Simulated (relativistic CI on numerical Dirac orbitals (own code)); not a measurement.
Forbidden transitions in Rh IX

Calculated at this level of theory: Dirac-Coulomb-Breit CI, orbitals from a KLI potential per configuration, QED by a radiative potential, unscaled Slater integrals (own radial code, finite nucleus).

Configurations in the expansion (outside the closed core [Ar] 3d10): 4s²4p⁶4d, 4s²4p⁶4f, 4s²4p⁵4d², 4s²4p⁶5s, 4s²4p⁶5p, 4s4p⁶4d², 4s²4p⁵4d4f, 4s²4p⁶5d, 4s²4p⁶6s, 4s²4p⁶6p, 4s4p⁶4d4f, 4s²4p⁶5f, 4s²4p⁵4d5s, 4s²4p⁶5g, 4s²4p⁶6d, 4s²4p⁶7s, 4s²4p⁵4d5p, 4s²4p⁶7p, 4s²4p⁶6f, 4s²4p⁶8s, 4s²4p⁵4d5d, 4s4p⁶4d5s, 4p⁶4d³, 4p⁵4d⁴, 4p⁵4d³4f, 4s4p⁶5s², 4s4p⁵4f5s². Double excitations out of closed p, d and f shells are left out; levels of such configurations are missing from the list, as are those of other unlisted configurations, and high levels can miss mixing partners. These lack a partner that the ground configuration has and come out too high: 4s²4p⁵4d5s, 4s²4p⁵4d5p, 4s²4p⁵4d5d.

| λ vac (nm) | Lower | Upper | Type | A (s⁻¹) | log gf |
| --- | --- | --- | --- | --- | --- |
| 31.875 | 4s²4p⁵4d² ⁴D°5/2 [7] | 4s²4p⁵4d5s ⁴F°9/2 [64] | E2 | 2.70e+04 | -5.39 |
| 32.359 | 4s²4p⁵4d² ⁴D°7/2 [8] | 4s²4p⁵4d5s ⁴F°9/2 [64] | E2 | 7.01e+04 | -4.96 |
| 33.303 | 4s²4p⁵4d² ⁴G°11/2 [11] | 4s²4p⁵4d5s ⁴F°9/2 [64] | E2 | 1.97e+05 | -4.48 |
| 33.378 | 4s²4p⁵4d² ⁴G°9/2 [12] | 4s²4p⁵4d5s ⁴F°9/2 [64] | E2 | 7.20e+04 | -4.92 |
| 33.741 | 4s²4p⁵4d² ⁴P°5/2 [14] | 4s²4p⁵4d5s ⁴F°9/2 [64] | E2 | 3.36e+04 | -5.24 |
| 34.804 | 4s²4p⁶4d ²D3/2 [1] | 4s²4p⁶5s ²S1/2 [3] | E2 | 1.90e+05 | -5.16 |
| 35.457 | 4s²4p⁶4d ²D5/2 [2] | 4s²4p⁶5s ²S1/2 [3] | E2 | 2.69e+05 | -4.99 |
| 35.597 | 4s²4p⁵4d² ⁴F°9/2 [21] | 4s²4p⁵4d5s ⁴F°9/2 [64] | E2 | 1.53e+04 | -5.54 |
| 122.18 | 4s²4p⁵4d² ⁴G°11/2 [11] | 4s²4p⁵4d² ²G°9/2 [43] | M1 | 1.26e+02 | -6.55 |
| 131.95 | 4s²4p⁵4d² ⁴G°7/2 [15] | 4s²4p⁵4d² ²G°9/2 [43] | M1 | 4.29e+01 | -6.95 |
| 148.39 | 4s²4p⁵4d² ⁴D°7/2 [8] | 4s²4p⁵4d² ²G°9/2 [36] | M1 | 4.03e+01 | -6.88 |
| 160.01 | 4s²4p⁵4d² ⁴F°9/2 [21] | 4s²4p⁵4d² ²G°9/2 [43] | M1 | 9.96e+01 | -6.42 |
| 170.59 | 4s²4p⁵4d² ⁴G°11/2 [11] | 4s²4p⁵4d² ²G°9/2 [36] | M1 | 7.02e+02 | -5.51 |
| 180.48 | 4s²4p⁵4d² ²H°11/2 [24] | 4s²4p⁵4d² ²G°9/2 [43] | M1 | 5.68e+02 | -5.56 |
| 196.66 | 4s²4p⁵4d² ⁴D°7/2 [8] | 4s²4p⁵4d² ²H°9/2 [29] | M1 | 1.65e+00 | -8.02 |
| 237.63 | 4s²4p⁵4d² ⁴G°11/2 [11] | 4s²4p⁵4d² ²H°9/2 [29] | M1 | 8.72e+00 | -7.13 |
| 248.08 | 4s²4p⁵4d² ⁴G°7/2 [13] | 4s²4p⁵4d² ²H°9/2 [29] | M1 | 8.23e+00 | -7.12 |
| 251.47 | 4s²4p⁵4d² ²H°9/2 [29] | 4s²4p⁵4d² ²G°9/2 [43] | M1 | 2.26e+02 | -5.67 |
| 254.64 | 4s²4p⁵4d² ⁴F°9/2 [21] | 4s²4p⁵4d² ²G°9/2 [36] | M1 | 1.76e+02 | -5.77 |
| 310.75 | 4s²4p⁵4d² ²H°11/2 [24] | 4s²4p⁵4d² ²G°9/2 [36] | M1 | 5.09e+01 | -6.13 |
| 328.51 | 4s²4p⁵4d² ²F°7/2 [25] | 4s²4p⁵4d² ²G°9/2 [36] | M1 | 4.88e+01 | -6.10 |
| 355.64 | 4s²4p⁵4d² ⁴D°7/2 [8] | 4s²4p⁵4d² ⁴F°9/2 [21] | M1 | 3.35e+01 | -6.20 |
| 378.19 | 4s²4p⁵4d² ⁴G°11/2 [11] | 4s²4p⁵4d² ²H°11/2 [24] | M1 | 3.94e+00 | -6.99 |
| 388.10 | 4s²4p⁵4d² ⁴G°9/2 [12] | 4s²4p⁵4d² ²H°11/2 [24] | M1 | 1.75e+00 | -7.32 |
| 439.90 | 4s²4p⁵4d² ⁴F°9/2 [21] | 4s²4p⁵4d² ²H°9/2 [29] | M1 | 2.07e+00 | -7.22 |
| 516.79 | 4s²4p⁵4d² ⁴G°11/2 [11] | 4s²4p⁵4d² ⁴F°9/2 [21] | M1 | 1.63e+01 | -6.19 |
| 535.47 | 4s²4p⁵4d² ⁴G°9/2 [12] | 4s²4p⁵4d² ⁴F°9/2 [21] | M1 | 1.38e+01 | -6.23 |
| 639.36 | 4s²4p⁵4d² ²H°11/2 [24] | 4s²4p⁵4d² ²H°9/2 [29] | M1 | 3.75e+01 | -5.64 |
| 1059.0 | 4s²4p⁵4d² ⁴D°7/2 [8] | 4s²4p⁵4d² ⁴G°9/2 [12] | M1 | 1.31e+00 | -6.66 |
| 1887.3 | 4s²4p⁶4d ²D3/2 [1] | 4s²4p⁶4d ²D5/2 [2] | M1 | 1.60e+00 | -6.29 |

Terms are leading LS components. Brackets give the number of a level in order of energy, since labels repeat. The list gives strong lines, with weight on those to low levels, among the lowest 382 of 1833 levels, so that lines to higher ones, which can be the strongest, are missing. Levels whose partners in the same complex of configurations lie outside the list can be far off, and so can their lines. Rates are taken at the computed energies, electric ones in the length gauge.

At this charge configurations can still be misplaced by up to about 7 % of their energy.

LS names give the leading component of a level, which can be under half, so a name can repeat, a term be missing and a line seem to break the LS rules.
